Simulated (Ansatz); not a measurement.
Predict a relaxed structure of `CN(C)c1ccc(-c2ccc(-c3ccc(-c4ccc(-c5ccc(-c6ccc(C#N)cc6)cc5)cc4)cc3)cc2)cc1`, charge 0, singlet, at r2SCAN-D4/def2-SVP (Ansatz).


```xyz
71

C     0.403    9.153   -9.225
N     1.468    8.850   -8.297
C     2.710    9.586   -8.352
C     1.300    7.856   -7.359
C     2.313    7.551   -6.415
C     2.134    6.543   -5.474
C     0.950    5.784   -5.405
C     0.771    4.717   -4.402
C    -0.499    4.410   -3.874
C    -0.668    3.402   -2.929
C     0.425    2.647   -2.460
C     0.246    1.577   -1.459
C    -0.733    1.673   -0.450
C    -0.901    0.664    0.494
C    -0.100   -0.494    0.475
C    -0.278   -1.566    1.476
C    -0.660   -1.275    2.800
C    -0.822   -2.285    3.744
C    -0.616   -3.637    3.409
C    -0.788   -4.709    4.410
C    -0.475   -4.498    5.767
C    -0.635   -5.509    6.711
C    -1.113   -6.781    6.341
C    -1.280   -7.855    7.341
C    -1.065   -9.205    6.998
C    -1.220  -10.222    7.935
C    -1.597   -9.911    9.256
C    -1.757  -10.951   10.224
N    -1.888  -11.799   11.014
C    -1.815   -8.566    9.614
C    -1.657   -7.560    8.667
C    -1.426   -6.994    4.984
C    -1.269   -5.981    4.042
C    -0.237   -3.930    2.084
C    -0.070   -2.919    1.142
C     0.878   -0.592   -0.534
C     1.048    0.418   -1.476
C     1.695    2.953   -2.985
C     1.864    3.961   -3.931
C    -0.054    6.093   -6.343
C     0.106    7.094   -7.295
H     0.709    9.986   -9.869
H    -0.527    9.451   -8.705
H     0.158    8.292   -9.876
H     2.668   10.306   -9.180
H     2.902   10.152   -7.420
H     3.577    8.922   -8.524
H     3.246    8.116   -6.404
H     2.932    6.362   -4.747
H    -1.370    4.987   -4.200
H    -1.673    3.182   -2.557
H    -1.362    2.566   -0.396
H    -1.682    0.767    1.253
H    -0.813   -0.234    3.099
H    -1.135   -2.023    4.759
H    -0.061   -3.535    6.081
H    -0.345   -5.321    7.749
H    -0.744   -9.459    5.984
H    -1.040  -11.263    7.657
H    -2.118   -8.323   10.635
H    -1.858   -6.524    8.952
H    -1.838   -7.957    4.670
H    -1.560   -6.167    3.005
H    -0.051   -4.967    1.794
H     0.209   -3.183    0.118
H     1.530   -1.470   -0.568
H     1.806    0.301   -2.255
H     2.571    2.401   -2.632
H     2.864    4.156   -4.329
H    -0.981    5.512   -6.350
H    -0.702    7.273   -8.006
```
Point group C2 (tolerance 0.1 Å). This is one stationary point.

Single mean-field runs in def2-SVP are fitted with def2-universal-jkfit.
